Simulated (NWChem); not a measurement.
System: C2H4O2Si; SMILES O=C1OC[SiH2]1

The following NWChem deck was run.

```
start job
memory heap 200 mb stack 900 mb global 1100 mb
geometry units angstroms noautosym nocenter noautoz
  O      0.532373    -2.028902     0.000000
  C      0.160646    -0.888886     0.000000
  O     -1.177453    -0.506466     0.000000
  C     -1.141804     0.960861     0.000000
  Si     0.775529     0.972291     0.000000
  H     -1.652873     1.349802    -0.903838
  H     -1.652873     1.349802     0.903838
  H      1.469851     1.475684     1.232801
  H      1.469851     1.475684    -1.232801
end
basis spherical
  O library def2-svp
  C library def2-svp
  Si library def2-svp
  H library def2-svp
end
dft
  xc m06-2x
  iterations 150
end
cosmo
  do_cosmo_smd true
  solvent water
end
task dft energy
```

Output (shortened):

```
             Northwest Computational Chemistry Package (NWChem) 7.3.0
             --------------------------------------------------------

                             Geometry "geometry" -> ""
                             -------------------------

 Output coordinates in angstroms (scale by  1.889725989 to convert to a.u.)

  No.       Tag          Charge          X              Y              Z
 ---- ---------------- ---------- -------------- -------------- --------------
    1 O                    8.0000     0.53237300    -2.02890200     0.00000000
    2 C                    6.0000     0.16064600    -0.88888600     0.00000000
    3 O                    8.0000    -1.17745300    -0.50646600     0.00000000
    4 C                    6.0000    -1.14180400     0.96086100     0.00000000
    5 Si                  14.0000     0.77552900     0.97229100     0.00000000
    6 H                    1.0000    -1.65287300     1.34980200    -0.90383800
    7 H                    1.0000    -1.65287300     1.34980200     0.90383800
    8 H                    1.0000     1.46985100     1.47568400     1.23280100
    9 H                    1.0000     1.46985100     1.47568400    -1.23280100

 Effective nuclear repulsion energy (a.u.)     216.5452837553

                                 NWChem DFT Module
                                 -----------------

 Summary of "ao basis" -> "ao basis" (spherical)
 ------------------------------------------------------------------------------
       Tag                 Description            Shells   Functions and Types
 ---------------- ------------------------------  ------  ---------------------
 O                          def2-svp                 6       14   3s2p1d
 C                          def2-svp                 6       14   3s2p1d
 Si                         def2-svp                 8       18   4s3p1d
 H                          def2-svp                 3        5   2s1p

 in cosmo_initialize ...
 calling solv_data for solv:h2o

 solvent parameters
 solvname_short: h2o
 solvname_long:  water
 dielec:       78.4000
 dielecinf:     1.7769
 aqueous SMD model solvent descriptors
 dielec:       78.4000
 sola:          0.8200

          ---------------
          -cosmo- solvent
          ---------------
 Cosmo: York-Karplus, doi: 10.1021/jp992097l
 dielectric constant -eps-     =  78.40
 screen = (eps-1)/(eps    )    =   0.98724
 surface charge correction     = lagrangian

   van der Waals surface
 --------------------------

[...]

                                COSMO-SMD solvation results
                                ---------------------------

             internal energy in gas <Psi(g)|H|Psi(g)> =      -518.144301654047
         internal energy in solvent <Psi(s)|H|Psi(s)> =      -518.140276368856
                               delta internal energy  =         0.004025285191 (    2.53 kcal/mol)
   total free energy in solvent <Psi(s)|H+V/2|Psi(s)> =      -518.158986925117
 polarization energy contribution <Psi(s)|V/2|Psi(s)> =        -0.018710556262 (  -11.74 kcal/mol)
    total free energy in solvent including G(SMD-CDS) =      -518.151812064790
                       G(SMD-CDS) energy contribution =         0.007174860328 (    4.50 kcal/mol)
     1 M fixed-concentration free energy of solvation =        -0.007510410743 (   -4.71 kcal/mol)

                       DFT Final Molecular Orbital Analysis
                       ------------------------------------

 Vector   21  Occ=2.000000D+00  E=-3.787456D-01
              MO Center= -7.5D-01, -3.2D-01,  8.8D-09, r^2= 3.0D+00
   Bfn.  Coefficient  Atom+Function         Bfn.  Coefficient  Atom+Function
  ----- ------------  ---------------      ----- ------------  ---------------
    34      0.461966  3 O  pz                37      0.364980  3 O  pz
     6     -0.309089  1 O  pz                 9     -0.243271  1 O  pz
    48     -0.226800  4 C  pz                75      0.202938  6 H  s
    80     -0.202938  7 H  s                 76      0.101411  6 H  s
    81     -0.101411  7 H  s                 51     -0.073350  4 C  pz

 Vector   22  Occ=2.000000D+00  E=-3.780441D-01
              MO Center= -4.4D-01,  7.6D-01, -7.3D-09, r^2= 2.5D+00
   Bfn.  Coefficient  Atom+Function         Bfn.  Coefficient  Atom+Function
  ----- ------------  ---------------      ----- ------------  ---------------
    46      0.411328  4 C  px                64     -0.271680  5 Si px
    49      0.245897  4 C  px                33     -0.180002  3 O  py
    32     -0.177585  3 O  px                45      0.165768  4 C  s
    67     -0.165596  5 Si px                36     -0.150482  3 O  py
    61      0.145867  5 Si px                35     -0.130157  3 O  px

 Vector   23  Occ=2.000000D+00  E=-3.428570D-01
              MO Center=  2.7D-01, -8.4D-01,  2.4D-10, r^2= 2.7D+00
   Bfn.  Coefficient  Atom+Function         Bfn.  Coefficient  Atom+Function
  ----- ------------  ---------------      ----- ------------  ---------------
     4      0.388253  1 O  px                 7      0.304706  1 O  px
    32      0.300514  3 O  px                17     -0.265682  2 C  s
    35      0.259236  3 O  px                65      0.231507  5 Si py
     5      0.207350  1 O  py                19     -0.181540  2 C  py
     8      0.158990  1 O  py                68      0.157709  5 Si py

 Vector   24  Occ=0.000000D+00  E= 4.139078D-03
              MO Center=  3.4D-01, -5.1D-01,  1.1D-09, r^2= 2.9D+00
   Bfn.  Coefficient  Atom+Function         Bfn.  Coefficient  Atom+Function
  ----- ------------  ---------------      ----- ------------  ---------------
    69      0.618137  5 Si pz                86     -0.461359  8 H  s
    91      0.461359  9 H  s                 20      0.423169  2 C  pz
    23      0.412263  2 C  pz                 9     -0.365120  1 O  pz
     6     -0.323681  1 O  pz                37     -0.241576  3 O  pz
    34     -0.234311  3 O  pz                71     -0.125827  5 Si d -1

[...]
```

Level: M06-2X/def2-SVP, SMD on the gas-phase geometry. Coordinates come from a PBE-D3(BJ)/def2-SVP optimisation. Solvent: water.
